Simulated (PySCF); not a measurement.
# How methods differ on the ionisation energy of I²⁺

I²⁺ [Kr] 4d10 5s2 5p3 (4S) → I³⁺ [Kr] 4d10 5s2 5p2 (3P), as a difference of total energies. All numbers are calculated (PySCF 2.14, scalar relativity through the core potential, in aug-cc-pwCVDZ-PP with ECP28MDF (6s5p4d1f, 48 functions)). Correlated levels: valence and next inner shell: nothing frozen outside the core potential. The calculations carry no spin-orbit coupling.

| method | ionisation energy (eV) | difference from reference (eV) |
| --- | --- | --- |
| UHF | 29.813 | +0.243 |
| MP2 (valence and next inner shell) | 30.327 | +0.757 |
| SCS-MP2 (valence and next inner shell) | 30.159 | +0.589 |
| CCSD (valence and next inner shell) | 30.183 | +0.613 |
| CCSD(T) (valence and next inner shell) | 30.190 | +0.620 |

Reference: 29.57 ± 0.025 eV (measured; NIST Atomic Spectra Database, ionization energies).

The reference lies between the lowest fine-structure levels, while these numbers refer to the centres of the terms.

Errors of the correlated levels include the incompleteness of this basis.
